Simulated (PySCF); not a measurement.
Spin-rotation constants: (FBNH)3 ring

Geometry:
```csv
atom,x (Å),y (Å),z (Å)
B1,-0.577,0.913,0.928
F2,-1.118,1.770,1.798
N3,-0.458,1.257,-0.441
B4,0.114,0.357,-1.374
F5,0.221,0.693,-2.662
N6,0.571,-0.904,-0.918
B7,0.463,-1.271,0.446
F8,0.898,-2.462,0.864
N9,-0.113,-0.354,1.359
H10,-0.786,2.157,-0.757
H11,0.980,-1.550,-1.575
H12,-0.194,-0.606,2.332
```

Theory: GIAO B3LYP/def2-SVP magnetisability, rotational g tensor and spin-rotation constants, non-relativistic, gas phase (PySCF 2.14.0). Geometry: GFN2-xTB.

Q: Give the nuclear spin-rotation constants along the inertial axes (H = +C I·J) beside the isotropic shieldings.

A: Rotational constants 1.6790, 1.6789, 0.8395 GHz.
```
atom  isotope  Caa (kHz)  Cbb (kHz)  Ccc (kHz)  mean (kHz)  σ (ppm)
  B1      11B      0.419      0.419      0.143       0.327     86.9
  F2      19F      1.915      1.915      0.190       1.340    325.2
  N3      14N      0.126      0.126      0.030       0.094    185.3
  B4      11B      0.419      0.419      0.143       0.327     86.9
  F5      19F      1.915      1.915      0.190       1.340    325.2
  N6      14N      0.126      0.126      0.030       0.094    185.3
  B7      11B      0.419      0.419      0.143       0.327     86.9
  F8      19F      1.915      1.915      0.190       1.340    325.2
  N9      14N      0.126      0.126      0.030       0.094    185.3
 H10       1H     -0.046     -0.046     -0.115      -0.069     28.4
 H11       1H     -0.046     -0.046     -0.115      -0.069     28.4
 H12       1H     -0.046     -0.046     -0.115      -0.069     28.4
```
Where two moments of inertia are equal or nearly so, the constants along those axes are given as their average.
For the geometry as given, no vibrational averaging.
